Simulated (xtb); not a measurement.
Zn(NH3)4 (H₁₂N₄Zn), SMILES [NH3]->[Zn+2](<-[NH3])(<-[NH3])<-[NH3], charge +2. All values are semi-empirical tight-binding results from xtb (GFN2-xTB unless named), good for trends rather than for accurate numbers. Coordinates come from a GFN2-xTB optimisation. The isomer is the one that the SMILES or the coordinates give; other isomers of the formula were not compared.

For metal compounds this method's bond lengths and energies can be far off.

```json
{
 "point_group_as_xtb_finds_it": "T",
 "orbital_gap": "6.66 eV",
 "zero_point_energy": "91.4 kcal/mol",
 "G − E(el) at 298.15 K (modified RRHO)": "68.8 kcal/mol"
}
```
